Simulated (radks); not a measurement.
Values are calculated unless marked as measured or tabulated.
Question: Mean orbital radii <r> (bohr) of the erbium ion Er37+, [Ar] 3d10 4s2 4p1, of relativity; Dirac values are averaged over j with weights 2j + 1. Spin-unpolarised spherical Kohn-Sham, PBE, point nucleus unless stated (finite: rms radius 5.2516 fm), a radial shooting solver on a logarithmic mesh with Libxc functionals. A level marked "c x" has the speed of light scaled by that factor and shares open shells by 2j + 1; other Dirac levels either fill j = l - 1/2 first or share by 2j + 1.

| shell | non-rel. |
|---|---|
| 1s | 0.02229 |
| 2s | 0.09443 |
| 2p | 0.07998 |
| 3s | 0.2381 |
| 3p | 0.2275 |
| 3d | 0.1999 |
| 4s | 0.4710 |
| 4p | 0.4681 |

Give the values at the level "Dirac, c x 10".

Answer: 
shell  Dirac, c x 10  change of magnitude (%)
1s           0.02228                    -0.08
2s           0.09435                    -0.09
2p           0.07995                    -0.05
3s            0.2379                    -0.07
3p            0.2274                    -0.03
3d            0.1999                    -0.01
4s            0.4708                    -0.05
4p            0.4680                    -0.03
